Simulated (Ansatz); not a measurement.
One change: `C=C[SiH2]CN` becomes `C=C[SiH2][SiH2]O`.

Ansatz, PBE0-D4/def2-TZVP geometries, multiplicity 1. Each molecule was computed in one conformer, which needn't be the lowest.

| property | `C=C[SiH2]CN` |
| --- | --- |
| size of the dipole moment (PBE/def2-TZVPP) / D | 0.95 |
| HOMO–LUMO gap (PBE0/def2-TZVPP) / eV | 5.97 |
| HOMO energy (ωB97M-V/def2-TZVPP) / eV | -8.80 |
| HOMO energy (PBE/def2-TZVPP) / eV | -5.15 |
| LUMO energy (PBE/def2-TZVPP) / eV | -1.51 |
| HOMO energy (PBE0/def2-TZVPP) / eV | -6.49 |

Problem. Give the same properties after the change, and the shifts. (Estimate.)

Solution. Ansatz gave: 
```tsv
property	`C=C[SiH2][SiH2]O`	shift
size of the dipole moment (PBE/def2-TZVPP) / D	1.06	0.11
HOMO–LUMO gap (PBE0/def2-TZVPP) / eV	6.85	0.88
HOMO energy (ωB97M-V/def2-TZVPP) / eV	-9.56	-0.76
HOMO energy (PBE/def2-TZVPP) / eV	-6.41	-1.26
LUMO energy (PBE/def2-TZVPP) / eV	-1.58	-0.07
HOMO energy (PBE0/def2-TZVPP) / eV	-7.49	-1.00
```

With PBE0 the HOMO falls by 1.00 eV and the LUMO falls by 0.12 eV, so the gap widens by about 0.88 eV. PBE moves the HOMO by -1.26 eV and ωB97M-V by -0.76 eV. Dipoles are sizes alone; their direction can turn.
